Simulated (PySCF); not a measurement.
Vertical excitations of a molecule C₆H₈ from TDA-PBE/def2-SVPD (PySCF), as energy in eV (oscillator strength): 5.51 (0.003), 5.68 (0.040), 6.36 (0.006), 6.63 (0.045), 6.68 (0.037), 6.80 (0.036), 6.85 (0.018), 7.00 (0.021), 7.08 (0.034), 7.21 (0.007). Lowest triplet (TDA): 4.46 eV. Coordinates come from a PBE0-D3(BJ)/def2-SVP optimisation. One conformer was computed; it need not be the lowest.

Q: Which structure fits?
(A) C=C/C=C/C=C
(B) C#C[C@H](C)C=C
(C) C=C[C@@H]1C=CC1
(D) C#CCC(=C)C

A: B, C#C[C@H](C)C=C
